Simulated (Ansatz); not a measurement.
Abridged output of a molecular run in Ansatz:

```
Functional definition: HF
  name "HF"
  cite "Fock, Z. Phys. 61, 126 (1930) doi:10.1007/BF01340294"
  parent pbe
  exchange = exact_x
  correlation = 0
1453 factors; integrals over basis functions are off by at most 1.0e-3 eV
mean field evaluation 1: about -23533.3835 eV, gradient 3.3e1 eV
mean field evaluation 2: about -23533.7069 eV, gradient 3.3e1 eV
mean field evaluation 4: about -23536.9110 eV, gradient 4.4e0 eV
mean field evaluation 8: about -23536.9936 eV, gradient 3.4e-1 eV
mean field -23536.99452624 eV, -864.9685948916 hartree, gradient 7.4e-6 eV, S^2 0.000000; 0 other end points of the search recorded, 0 dependent functions left out
13 core orbitals not correlated: weight in the atoms' cores, before any rotation towards them, 1.000 or more for the frozen orbitals, at most 0.000 for the correlated occupied ones
reference -23536.99452624 eV, -864.9685948916 hartree; 14, 14 occupied and 220, 220 virtual orbitals, 1453 factors
second order -21.52469347 eV of doubles, -0.00000000 eV of singles
cycle   1  -22.11966937 eV  change   -5.9e-1 eV  update   1.0e-1
cycle   2  -22.71188041 eV  change   -5.9e-1 eV  update   3.2e-2
cycle   3  -22.82319094 eV  change   -1.1e-1 eV  update   1.5e-2
cycle   4  -22.81590381 eV  change    7.3e-3 eV  update   4.1e-3
cycle   5  -22.81613954 eV  change   -2.4e-4 eV  update   1.9e-3
cycle   6  -22.81636875 eV  change   -2.3e-4 eV  update   5.1e-4
cycle   7  -22.81620309 eV  change    1.7e-4 eV  update   2.2e-4
cycle   8  -22.81621203 eV  change   -8.9e-6 eV  update   7.1e-5
cycle   9  -22.81621679 eV  change   -4.8e-6 eV  update   2.9e-5
perturbative correction -1.08791124 eV, -0.0399800005 hartree
Total energy: -23560.89865427 eV, -865.8470553937 hartree
```

Its atoms:

```xyz
10

Cl    0.4281    0.0657    2.8933
C     0.1801    0.0292    1.2035
C    -0.7562   -0.6529    0.5272
C    -0.5510   -0.3490   -0.9446
Si    0.8874    0.7415   -0.3619
H    -1.5248   -1.3047    0.9395
H    -0.2930   -1.2245   -1.5452
H    -1.3965    0.1605   -1.4130
H     2.2639    0.3243   -0.7391
H     0.7619    2.2099   -0.5598
```

(1) Which basis set was used?
A. def2-SVP
B. cc-pV(Q+d)Z
C. def2-TZVPP
D. def2-SVPD

(2) Write the keys of the input that set method, charge and spin (a neutral closed shell needs none for the last two).

Results:

(1) C. It gives 247 functions.

(2) 
```yaml
correlation: {method: ccsd_t}
```
